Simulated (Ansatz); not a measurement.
A run for Ansatz (a program for electronic structure): R-B3LYP/def2-TZVPP on H3InO (SMILES [OH][InH2]), a point of a torsion scan. Elements past Kr take the def2 small-core potentials; no spin–orbit coupling.

Ansatz 0.2 input:
```yaml
crystal:
  periodic: [false, false, false]
  atoms:
    - {symbol: O, position_ang: [1.29568204, -0.33953266, -0.25388671]}
    - {symbol: In, position_ang: [-0.55330494, 0.21904267, -0.21512320]}
    - {symbol: H, position_ang: [2.00546029, 0.06378900, 0.24050214]}
    - {symbol: H, position_ang: [-1.19776796, 0.70266647, -1.70449420]}
    - {symbol: H, position_ang: [-1.44822527, 0.09804138, 1.22847160]}
basis:
  gaussian:
    orbitals: def2-TZVPP
hamiltonian:
  xc: {name: B3LYP}
scf: {lower_state_search: off}
```

The head of its log:

```
WARN ansatz: RAYON_NUM_THREADS=1 ignored (pool sized by the plan → 1); use --threads N
Functional definition: B3LYP
these checks for a lower state are left out or cut short: stability, starts, cluster_reference, orbital_swaps, neighbouring_geometries, increment
integrals: 0.03 GiB planned
793 factors; their error is unknown
mean field: 0.37 GiB planned
mean field evaluation 1: about -7265.0334 eV, gradient 6.6e1 eV
mean field evaluation 2: about -7195.2017 eV, gradient 1.7e2 eV
```

### Question
Give the final energy of this run.

### Answer
-267.2524 hartree.
